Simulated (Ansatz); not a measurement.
All values below come from B3LYP-D3(BJ)/def2-TZVP // PBE0-D3(BJ)/def2-SVP (Ansatz, an electronic-structure program). All species are isolated molecules in the gas phase. B3LYP has the VWN-RPA correlation part, as in Gaussian.  In the def2 sets, heavy atoms carry core potentials.

Reference species (SMILES): `[CH3][Sn]([Cl])([Cl])[Cl]` (neutral, multiplicity 1).

```json
{
 "HOMO–LUMO gap": "6.29 eV",
 "vertical ionisation energy (Delta-SCF)": "10.78 eV",
 "LUMO": "-2.54 eV",
 "dipole_moment": "3.49 D"
}
```

Changed species: `C=[CH][Sn]([Cl])([Cl])[Cl]` (Y = vinyl; the reference has Y = methyl).

What does the change do to the HOMO–LUMO gap, vertical ionisation energy (Delta-SCF), LUMO and dipole moment?

the HOMO–LUMO gap falls by 0.06 eV, to 6.23 eV; the vertical ionisation energy (Delta-SCF) drops by 0.09 eV, to 10.69 eV; the LUMO falls by 0.02 eV, to -2.56 eV; the dipole moment goes up by 0.16 D, to 3.65 D.
